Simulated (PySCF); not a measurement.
Labels have come off several samples. The candidates:

A. `COC(F)F`
B. SMILES C=C1C(CF)=C/C1=C/F
C. `InChI=1S/C6H11N3/c1-6(2,3)5-7-4-8-9-5/h4H,1-3H3,(H,7,8,9)`

Spectrum 1. 1H NMR (300 MHz, computed): δ 10.03 (br s, 1H), 7.82 (s, 1H), 1.49 (s, 9H). 13C{1H} NMR (computed): δ 176.8 (C), 144.3 (CH), 34.5 (C), 32.4 (CH3).

Spectrum 2. 1H NMR (300 MHz, computed): δ 6.19 (t, J = 85.3 Hz, 1H), 3.75 (s, 3H). 13C{1H} NMR (computed): δ 126.4 (CH, t, J = 317.6 Hz), 56.1 (CH3, t, J = 2.6 Hz).

Spectrum 3. 1H NMR (300 MHz, computed): δ 7.00 (m, 1H), 6.86 (m, 1H), 5.67 (m, 2H), 5.38 (br s, 1H), 5.03 (br s, 1H). 13C{1H} NMR (computed): δ 158.9 (C), 149.6 (C), 145.2 (CH), 142.2 (CH), 130.6 (C), 104.9 (CH2), 83.2 (CH2).

- structure optimised with GFN2-xTB
- J couplings at B3LYP/pcJ-1
- NMR shieldings at PBE0/pcSseg-1/GIAO
- code: PySCF 2.14
- one conformer, rapidly exchanging positions averaged, no solvent, non-relativistic

References, each an isolated molecule treated in the same way: 1H and 13C vs TMS. Multiplet labels drop J under 1 Hz and among equivalent protons, and merge close values. Unscaled 3J(H,H) run several per cent high. Splittings of carbon signals by F and P are missing where no couplings were computed. Where no couplings were computed, multiplicities follow the n + 1 count of equivalent neighbours, and m marks all less simple cases (inequivalent or close neighbours, rings, F or P nearby). One-bond C–F couplings are unscaled and too large by tens of Hz. Shifts are as computed. Against solution values, carbons near 30 ppm lie about +3 ppm off and those near 130 ppm about +5 ppm. Of 1211 compounds with measured shifts, 218 miss one by over three times the rms of a fit or turn the order of signals round; such compounds aren't used in these exercises. OH and NH positions are gas-phase values without hydrogen bonding to other molecules.

**Question.** Match each spectrum to its structure.

**Answer.** 1–C, 2–A, 3–B.

- Spectrum 1 (C): 4 13C signals; δC 34.5 is a quaternary sp3 carbon on an aromatic ring; δC 32.4 is a methyl carbon.
- Spectrum 2 (A): 2 13C signals; δC 126.4 is an sp3 CH bonded to 2 F and O; δC 56.1 is a methyl carbon bonded to O.
- Spectrum 3 (B): 7 13C signals; δC 158.9 is a fully substituted alkene carbon; δC 149.6 is a fully substituted alkene carbon.
